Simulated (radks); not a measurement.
Results of a calculation; reference values are marked as such.
Initial-state core-level shifts of neutral strontium when its valence configuration changes from [Kr] 5s2. Level of theory: Dirac Kohn-Sham, BLYP, spin-unpolarised, spherical densities, finite nucleus; open shells fill j = l - 1/2 first; Fermi nuclear charge, rms radius 4.224 fm (a radial shooting solver on a logarithmic mesh with Libxc functionals). Shifts are changes of the shell-averaged eigenvalues in eV (positive: less bound); the change of the density at the nucleus, which sets a Mossbauer isomer shift, is in e/bohr^3, on a base of 6.1e+04.

[
 {"valence": "4d2", "2p": "+1.330", "3s": "+1.335", "4s": "+1.347", "4p": "+1.219", "density at nucleus": "-12.319"},
 {"valence": "5s1 5p1", "2p": "-1.313", "3s": "-1.314", "4s": "-1.281", "4p": "-1.255", "density at nucleus": "-5.099"},
 {"valence": "5p2", "2p": "-2.503", "3s": "-2.506", "4s": "-2.436", "4p": "-2.381", "density at nucleus": "-11.264"},
 {"valence": "4d1 5s1", "2p": "+0.970", "3s": "+0.970", "4s": "+0.959", "4p": "+0.881", "density at nucleus": "-6.679"},
 {"valence": "5s0.5 5p1.5", "2p": "-1.919", "3s": "-1.922", "4s": "-1.870", "4p": "-1.830", "density at nucleus": "-8.062"},
 {"valence": "5s1.5 5p0.5", "2p": "-0.676", "3s": "-0.677", "4s": "-0.660", "4p": "-0.648", "density at nucleus": "-2.404"},
 {"valence": "4d0.5 5s1.5", "2p": "+0.599", "3s": "+0.597", "4s": "+0.585", "4p": "+0.541", "density at nucleus": "-3.553"},
 {"valence": "4d1 5p1", "2p": "+0.012", "3s": "+0.007", "4s": "+0.009", "4p": "-0.062", "density at nucleus": "-12.054"}
]
